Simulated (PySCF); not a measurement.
SMILES C1CC1C1CC1 (GFN2-xTB optimised geometry):

```
16

C     -0.749    -1.725     0.000
C      0.749    -1.725     0.000
C      0.000    -0.425     0.000
C      0.000     0.432    -1.222
C      0.747     1.733    -1.222
C     -0.751     1.732    -1.222
H     -1.256    -2.017    -0.907
H     -1.265    -2.025     0.900
H      1.265    -2.025     0.900
H      1.256    -2.016    -0.907
H      0.000     0.140     0.925
H      0.000    -0.132    -2.147
H      1.263     2.034    -2.121
H      1.254     2.025    -0.314
H     -1.259     2.022    -0.315
H     -1.267     2.031    -2.121
```

Method: PBE0/def2-TZVP (PySCF).

**Question.** What are the frontier orbital energies and the dipole moment?

**Answer.** HOMO-2 -8.82 eV, HOMO-1 -7.96 eV, HOMO -7.20 eV, LUMO 1.49 eV, LUMO+1 1.76 eV; dipole moment 0.00 D.

Meta-Löwdin charges at PBE0/def2-TZVP: C1 -0.25, C2 -0.25, C3 -0.09, C4 -0.09, C5 -0.25, C6 -0.25, H7 0.12, H8 0.12, H9 0.12, H10 0.12, H11 0.11, H12 0.11, H13 0.12, H14 0.12, H15 0.12, H16 0.12.
